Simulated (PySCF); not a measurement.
C₅H₆F₂O.
Cartesian coordinates in Å at the GFN2-xTB level; atoms count from 1:
```xyz
14
C5H6F2O angstrom
F      2.0302   -1.8236   -0.1520
C      1.1435   -0.8067   -0.0494
C      1.5622    0.3998    0.3028
O      0.7281    1.4842    0.4234
C     -0.5628    1.3058   -0.0305
F     -0.5808    1.4586   -1.4068
C     -1.1549   -0.0614    0.3066
C     -0.2846   -1.1478   -0.3266
H      2.5865    0.6451    0.5269
H     -1.1551    2.1382    0.3714
H     -1.1637   -0.1616    1.3928
H     -2.1775   -0.1112   -0.0650
H     -0.4554   -1.1911   -1.4067
H     -0.5164   -2.1289    0.0908
```

The closed-shell SCF was solved with PySCF and density fitting under several settings on one GFN2-xTB geometry (grid level 2 and gas phase unless stated).

```
                                        settings  basis functions  SCF cycles     E (Eh)  HOMO (eV)  LUMO (eV)  dipole (D)
                                   HCTH407/6-31G               84          14  -468.8059      -5.46      -0.23        2.39
PBE0/IGLO-II, fitting basis def2-universal-jkfit              212          10  -468.6584      -6.71       0.65        2.34
                                      PBE0/6-31G               84          14  -468.3984      -6.64       0.85        2.56
```

Estimate the row for these settings: LDA/6-311+G(2d,p).

| settings | basis functions | SCF cycles | E (Eh) | HOMO (eV) | LUMO (eV) | dipole (D) |
| --- | --- | --- | --- | --- | --- | --- |
| LDA/6-311+G(2d,p) | 252 | 16 | -465.6144 | -5.69 | -0.73 | 2.35 |

Over all rows, what range does the HOMO–LUMO gap span?

From 4.96 eV (LDA/6-311+G(2d,p)) to 7.49 eV (PBE0/6-31G). The functional of the narrowest has no exact exchange, that of the widest 25 % exact exchange.

And the dipole moment?

From 2.34 D (PBE0/IGLO-II, fitting basis def2-universal-jkfit) to 2.56 D (PBE0/6-31G); the largest is 1.09 times the smallest, and the median is 2.37 D.

Compare two rows with the functional PBE0: PBE0/6-31G and PBE0/IGLO-II, fitting basis def2-universal-jkfit. Which energy is lower, and by how much?

PBE0/IGLO-II, fitting basis def2-universal-jkfit (212 functions) lies 0.2600 Eh or 163 kcal/mol below PBE0/6-31G (84 functions).

Cycle counts include a coarse-grid stage where the run had one. All basis functions are spherical, in the Pople sets too.

One conformer stands for the species.
